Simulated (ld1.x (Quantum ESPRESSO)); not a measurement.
boron: excitation energies, all-electron against RRKJ

* Element: boron (B)
* Generator: ld1.x (Quantum ESPRESSO) 7.5
* Type: norm-conserving RRKJ (Kleinman–Bylander form)
* Functional: PBE
* Relativity: scalar-relativistic
* Frozen core: [He]
* Valence charge: 3
* Reference configuration: 2s2 2p1
* Partial waves: 2s (bound): rc 1.10 bohr; 2p (bound): rc 2.65 bohr
* Local potential: the p channel
* Core correction: Bessel-smoothed model core, default radius (core density twice the valence density)
* rho0: 0.005

Energies are relative to the spin-unpolarised reference configuration 2s2 2p1; without spin polarisation the order of configurations can differ from experiment.

```
valence configuration  charge  ΔE all-electron (eV)  error AE − PS (meV)
              2s2 2p0      +1                 8.220                  +42
              2s1 2p0      +2                33.642                 +153
            2s2 2p0.5    +0.5                 2.887                 +4.2
            2s2 2p1.3    -0.3                -0.738                 -0.1
              2s1 2p1      +1                14.361                  -39
              2s0 2p3       0                11.721                  -40
              2s1 2p2       0                 5.851                 -9.6
```

Levels in the configuration 2s1 2p1:

| level | all-electron (eV) | pseudo (eV) |
| --- | --- | --- |
| 2s | -19.592 | -19.682 |
| 2p | -13.457 | -13.458 |
